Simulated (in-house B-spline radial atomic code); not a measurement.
Atomic self-consistent-field run: V⁻. All numbers are computed (scalar-relativistic (X2C) BHandHLYP, spin-polarised, spherical fractional occupations, exact exchange averaged over the configuration; Fermi nucleus of rms radius 3.6002 fm) with a radial B-spline atomic code at the basis-set limit, not measured.

Command:
```bash
python run_scf.py task.json out
```
Settings (nuclear radius in fm, mass in u):
```
Z                23
configuration    [Ar] 3d4 4s2
hamiltonian      x2c
method           bhandhlyp
spin_polarised   True
nucleus          fermi
rms_radius       3.6002
atomic_mass      50.94396
speed_of_light   137.035999084
exact_exchange   averaged over the configuration
```

Output (hartree, bohr):
```
 radial grid: 78 intervals, B-splines of order 8, outer radius 50 bohr

 iter        energy (Eh)    residual
    1        -943.510504    3.13e-01
    2        -944.498999    3.34e-01
    3        -948.895691    6.67e-02
    4        -949.154491    2.94e-02
    5        -949.151209    1.62e-02
    6        -949.183582    8.69e-03
    7        -949.189354    4.40e-03
    8        -949.191497    1.70e-03
    9        -949.192106    4.29e-04
   10        -949.192155    5.51e-05
   11        -949.192161    6.93e-05
   12        -949.192163    4.07e-05
   13        -949.192164    5.30e-06
   14        -949.192164    1.74e-06
   15        -949.192164    1.86e-07

 total energy                      -949.19216
 kinetic                             959.2591
 electron-nucleus                  -2268.4558
 Hartree                             405.7023
 exact exchange                      -22.2364
 exchange-correlation                -23.4612

 orbital      occ     eigenvalue          <r>       <r^2>       <1/r>     <1/r^2>       <r^4>       r_max
 1s up      1.000      -199.6391    0.0661349  0.00589515     23.0908     1124.36 8.99763e-05     0.04319
 1s down    1.000      -199.6397    0.0661347  0.00589508     23.0908     1124.36 8.99706e-05     0.04319
 2s up      1.000       -22.8092     0.307214    0.111613     4.84786     103.539   0.0219098      0.2551
 2s down    1.000       -22.7602     0.306724    0.111208     4.85518     103.823   0.0216958       0.255
 2p up      3.000       -18.9410     0.273781   0.0923417     4.70459     30.5776    0.017511       0.208
 2p down    3.000       -18.8961     0.273104   0.0918009     4.71275     30.6659   0.0172217      0.2078
 3s up      1.000        -2.6384     0.954567     1.05233     1.47604     14.4337      1.8093      0.8211
 3s down    1.000        -2.4688     0.955533     1.05489     1.47329     14.3494     1.82198      0.8202
 3p up      3.000        -1.5810      1.03071     1.25574     1.33081     3.95388     2.82742      0.8501
 3p down    3.000        -1.3867      1.03463     1.26644     1.32449      3.9079     2.88291      0.8495
 3d up      4.000        -0.0316      1.61549     3.73311    0.891329     1.15019     53.5843      0.9273
 4s up      1.000        -0.0150      4.32095     23.0952     0.30992    0.664924      1216.6       3.085
 4s down    1.000         0.0108      5.79988     48.4484    0.248506    0.396002     11351.5       3.479

 Slater integrals (Eh)
   F0(3d up,3d up)               0.596326
   F2(3d up,3d up)               0.260372
   F4(3d up,3d up)               0.159324
   F0(3d up,4s up)               0.276902
   G2(3d up,4s up)               0.042340
   F0(3d up,4s down)             0.229038
   F0(4s up,4s up)               0.212727
   F0(4s up,4s down)             0.186122
   F0(4s down,4s down)           0.165697
```

Cost of the run: 1 s on 1 thread of Arm Neoverse N1, with other jobs on the host.

4s down has a positive eigenvalue: unbound, held by the box.
